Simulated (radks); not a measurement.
Initial-state core-level shifts of the cobalt ion Co+ when its valence configuration changes from [Ar] 3d8. All-electron calculation, Dirac Kohn-Sham, PBE, spin-unpolarised, spherical densities, finite nucleus; open shells fill j = l - 1/2 first; Fermi nuclear charge, rms radius 3.7875 fm. Program: a radial shooting solver on a logarithmic mesh with Libxc functionals. Shifts are changes of the shell-averaged eigenvalues in eV (positive: less bound); the change of the density at the nucleus, which sets a Mossbauer isomer shift, is in e/bohr^3, on a base of 1.722e+04.

| valence | 2s | 2p | 3s | 3p | density at nucleus |
|---|---|---|---|---|---|
| 3d6 4s2 | -14.036 | -13.892 | -12.361 | -12.002 | +22.723 |
| 3d6 4s1.5 4p0.5 | -14.768 | -14.624 | -13.118 | -12.756 | +18.207 |
| 3d7 4p1 | -7.625 | -7.564 | -7.127 | -6.972 | +1.353 |
| 3d7.5 4p0.5 | -3.595 | -3.568 | -3.411 | -3.341 | +0.562 |
| 3d7 4s1 | -6.180 | -6.116 | -5.597 | -5.441 | +9.646 |
| 3d7.5 4s0.5 | -2.872 | -2.842 | -2.635 | -2.563 | +4.437 |
| 3d6 4p2 | -16.848 | -16.704 | -15.273 | -14.903 | +3.664 |
| 3d6.5 4s1.5 | -9.909 | -9.806 | -8.851 | -8.599 | +15.716 |
| 3d6.5 4s0.5 4p1 | -11.358 | -11.257 | -10.367 | -10.113 | +6.994 |
